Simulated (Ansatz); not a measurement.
`[SiH3][NH2+][GaH3-]`, relaxed with RKS PBE0-D4/def2-TZVP in Ansatz 0.2.0 from a PBE-D4/def2-SVP geometry. The force threshold is 0.005 eV/Å; the program also tests the step.

Charge 0, multiplicity 1.

Start:

```xyz
11

Si    0.713    0.781   -1.207
N     0.549   -0.573   -0.017
Ga   -1.197   -0.374    1.298
H     1.927    0.577   -2.072
H     0.852    2.036   -0.405
H    -0.528    0.765   -2.041
H     0.443   -1.494   -0.467
H     1.357   -0.651    0.618
H    -2.329   -0.385    0.180
H    -0.822    1.019    1.969
H    -0.965   -1.701    2.143
```

```
        step  energy (eV)  largest force (eV/Å)  largest move (Å)
           1  -61865.1765                 0.458             0.000
           2  -61865.2055                 0.243             0.028
           3  -61865.2095                 0.039             0.013
           4  -61865.2097                 0.009             0.006
5 (rejected)  -61865.2096                 0.013             0.005
           6  -61865.2097                 0.001             0.002
```

End:

```xyz
11

Si    0.703    0.767   -1.187
N     0.552   -0.569   -0.023
Ga   -1.182   -0.370    1.281
H     1.898    0.573   -2.048
H     0.842    2.008   -0.396
H    -0.524    0.757   -2.010
H     0.439   -1.475   -0.465
H     1.343   -0.642    0.609
H    -2.304   -0.381    0.168
H    -0.809    1.017    1.942
H    -0.959   -1.685    2.129
```

Hardware: 4 threads of a server CPU on a shared host. Wall time 27 s, peak host memory 0.42 GiB.
